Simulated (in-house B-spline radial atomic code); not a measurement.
Configurations of Cr VI (Cr5+), with energies counted from [Ar] 3d1. All numbers are computed (non-relativistic B3LYP, spin-polarised, spherical fractional occupations, exact exchange averaged over the configuration; point nucleus) with an all-electron radial atomic-structure program (B-spline basis), not measured. Shells without spins written out take the highest spin.

Occupations are held fixed; configurations that lie above the ionisation limit could autoionise.

```
       configuration  E - E(ref) (eV)  highest orbital  its <r> (bohr)
            [Ar] 4s1           28.693            4s up           2.024
    [Ne] 3s2 3p5 3d2           42.678            3d up          0.9432
[Ne] 3s2 3p5 3d1 4s1            72.53            4s up           2.013
[Ne] 3s2 3p5 3d1 4p1           80.892            4p up           2.166
```

Order these further configurations by energy, lowest first.
A. [Ar] 4p1
B. [Ar] 4f1
C. [Ne] 3s2 3p5 3d1 4f1
D. [Ar] 4d1

A (37.005 eV), D (49.583 eV), B (59.019 eV), C (103.04 eV).
